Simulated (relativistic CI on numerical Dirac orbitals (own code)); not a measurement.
**Hyperfine structure of Sn XI, mass number 117**

Computed by Dirac-Coulomb-Breit CI, KLI orbitals optimised for each configuration, QED by a radiative potential, unscaled Slater integrals (own radial code, finite nucleus).

Configuration list (outside the closed core [Ar] 3d10): 4s2.4p6.4d4, 4s2.4p5.4d5, 4s2.4p6.4d3.4f, 4s2.4p6.4d3.5s, 4s.4p6.4d5, 4s2.4p6.4d3.5p, 4s2.4p6.4d2.4f.5s, 4s2.4p6.4d2.5s.5p, 4s2.4p6.4d3.5d, 4s.4p6.4d4.4f, 4s2.4p6.4d3.6s, 4s2.4p6.4d2.5s2, 4s2.4p6.4d.4f.5s2, 4s2.4p6.4d.5s2.5p, 4s2.4p6.4d.5s2.5d, 4p6.4d6, 4p5.4d7, 4s2.4p6.4d2.5p2, 4s2.4p6.4d.4f.5p2, 4s2.4p6.4d.5s.5p2, 4s2.4p6.4d.5p3, 4s2.4p6.4d.5p2.5d. Double excitations out of closed p, d and f shells are left out; levels of such configurations are missing from the list, as are those of other unlisted configurations, and high levels can miss mixing partners.

Nuclear spin I = 1/2, μ = -0.9995 μN (tables of Stone and Pyykkö). The electronic factors are computed for point nuclear moments, without core polarisation or the Bohr-Weisskopf and QED corrections.

```tsv
Level	E (cm⁻¹)	A (MHz)
4s2.4p6.4d4 5D_1	2702.0	-403.5
4s2.4p6.4d4 5D_2	6078.6	-1174
4s2.4p6.4d4 5D_3	9537.2	-1877
4s2.4p6.4d4 5D_4	12910.9	-2481
4s2.4p6.4d4 3H_4	32496.2	-4137
4s2.4p6.4d4 3H_5	37910.8	-3665
4s2.4p6.4d4 3P_1	38107.3	-2309
4s2.4p6.4d4 3G_3	38181.5	-4205
```

Levels with J = 0, under 50 % of one LS term, or S terms without an open s electron are left out. Small factors come from cancelling terms and can be off by tens of per cent or more.

At this charge energies of transitions that change n are usually good to better than 1 %, and those within a shell (Δn = 0) to a few per cent. Terms inside the open d or f shell come out 10 to 20 % too wide with unscaled integrals.

(1) Give the hyperfine levels of 4s2.4p6.4d4 5D_3 relative to its centre of gravity.

Results:

(1) With K = F(F + 1) − I(I + 1) − J(J + 1), E = AK/2: F = 5/2: 3754, F = 7/2: -2815 MHz.

LS names give the leading component of a level, which can be under half, so a name can repeat, a term be missing and a line seem to break the LS rules.
